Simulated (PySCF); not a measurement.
F2H2O2Ti, multiplicity 1. Atoms are numbered in the order given.

```xyz
7

Ti     0.0236    -0.0042     0.0018
F      0.9291     1.2612    -0.8209
F      1.0643    -0.8057     1.1787
O     -0.5338    -1.2026    -1.2039
H     -1.4159    -1.5864    -1.3491
O     -1.3766     0.7010     0.8492
H     -1.7617     1.5905     0.9265
```

Geometry: PBE-D3(BJ)/def2-SVP. The multiplicity is an assumed one; no other spin state was optimised. The structure was generated by enumeration; whether it is a known compound was not checked. Other conformers were not sampled.

Level of theory: PBE-D3(BJ)/def2-SVP (PySCF).

Frequencies are harmonic and unscaled.

```csv
mode,ν (cm⁻¹),IR (km/mol),moving atoms (share of kinetic energy)
1,105,51.2,"H 71 %, F 15 %, O 10 %"
2,132,85.0,"H 66 %, F 16 %, O 11 %"
3,182,27.1,"O 35 %, F 33 %, H 28 %"
4,203,4.6,"O 44 %, F 32 %, H 20 %"
5,219,15.6,"F 41 %, O 29 %, Ti 18 %, H 12 %"
6,226,38.6,"F 47 %, O 22 %, H 16 %, Ti 15 %"
7,259,79.6,"O 43 %, F 26 %, H 17 %, Ti 14 %"
8,360,143.2,"H 72 %, O 24 %"
9,447,145.2,"H 73 %, O 25 %"
10,699,11.9,"F 62 %, O 34 %"
11,780,182.9,"F 58 %, Ti 39 %"
12,796,185.0,"O 40 %, Ti 37 %, F 17 %"
13,800,181.5,"O 54 %, Ti 36 %"
14,3776,196.5,H 94 %
15,3789,198.7,H 94 %
```
